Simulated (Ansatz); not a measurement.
`CCO` and `OBCCO` differ in one atom or group.

Ansatz, PBE0-D4/def2-TZVP geometries, multiplicity 1. Each molecule was computed in one conformer, which needn't be the lowest.

```
                                          property   `CCO`
                LUMO energy (PBE0/def2-TZVPP) / eV    1.06
               HOMO energy (B3LYP/def2-TZVPP) / eV   -7.60
               HOMO–LUMO gap (PBE/def2-TZVPP) / eV    6.37
             HOMO energy (ωB97M-V/def2-TZVPP) / eV  -10.29
                 LUMO energy (PBE/def2-TZVPP) / eV    0.22
size of the dipole moment (ωB97M-V/def2-TZVPP) / D    1.66
```

**Question.** Give the same properties after the change, and the shifts. (Best estimate.)

**Answer.** The calculation gave: 
```
                                          property  `OBCCO`  shift
                LUMO energy (PBE0/def2-TZVPP) / eV    -0.11  -1.17
               HOMO energy (B3LYP/def2-TZVPP) / eV    -7.47   0.13
               HOMO–LUMO gap (PBE/def2-TZVPP) / eV     4.93  -1.44
             HOMO energy (ωB97M-V/def2-TZVPP) / eV   -10.16   0.13
                 LUMO energy (PBE/def2-TZVPP) / eV    -1.12  -1.34
size of the dipole moment (ωB97M-V/def2-TZVPP) / D     2.23   0.57
```

With PBE0 the HOMO rises by 0.11 eV and the LUMO falls by 1.17 eV, so the gap narrows by about 1.28 eV. PBE moves the HOMO by 0.10 eV and ωB97M-V by 0.13 eV. Dipoles are sizes alone; their direction can turn.

B3LYP here is the variant with VWN-RPA as its local correlation; programs differ in this.
